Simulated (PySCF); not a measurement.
## Relaxation of singlet SeNF₃

These are results of PySCF, PBE0, basis Se def2-SVP, N def2-SVP, F def2-SVP (no relativity, density fitting), not measurements. A (50,194) grid was used.

A hand-made see-saw (ligand arrangement 2) start, of Cs symmetry, held to at least that symmetry:

Coordinates in bohr (charge 0 multiplicity 1):
```
Se    0.0000   -0.1349   -0.5901
N     0.0000   -3.2786   -0.3150
F     0.0000    3.2538   -0.2936
F     2.6804   -0.1349    1.5041
F    -2.6804   -0.1349    1.5041
```

Optimiser trace:
| step | E − E(last) (kJ/mol) | largest gradient (Eh/bohr) |
| --- | --- | --- |
| 0 | 218.98 | 0.05670 |
| 1 | 146.11 | 0.04643 |
| 2 | 93.88 | 0.07501 |
| 3 | 43.49 | 0.04521 |
| 4 | 8.59 | 0.03593 |
| 5 | 5.40 | 0.03382 |
| 6 | 2.22 | 0.02043 |
| 7 | 0.33 | 0.01027 |
| 8 | 0.02 | 0.00223 |
| 9 | 0.00 | 0.00030 |
| 10 | 0.00 | 0.00003 |

It ends at C3v with Se–F 1.732 Å (×3), Se–N 1.573 Å; F–Se–F 91.0° (×3), F–Se–N 124.5° (×3) (after a last refinement on a finer grid). A frequency run shows a minimum. Other isomers or separated fragments may lie lower.

Final geometry:
```xyz
5
charge 0 multiplicity 1, angstrom
Se    0.0000   -0.1891   -0.1223
N     0.0000   -1.5099   -0.9769
F    -0.0004    1.4099   -0.7867
F     1.2355    0.2478    1.0094
F    -1.2351    0.2474    1.0100
```
